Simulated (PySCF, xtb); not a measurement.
B(Cl)(OH)(SeH) (BClH₂OSe), SMILES OB(Cl)[SeH].

GFN2-xTB (xtb) at its own geometry gives an orbital gap of 4.62 eV and a dipole moment of 3.66 D.

Coordinates come from a ωB97X-D3(BJ)/def2-SVP optimisation. One conformer was computed; it need not be the lowest.

### Question
What does PySCF with PBE/def2-TZVPD give? (An estimate is asked for; the answer gives what the named calculation found.)

### Answer
gap 5.04 eV (levels -6.32 and -1.29 eV), dipole 1.41 D.
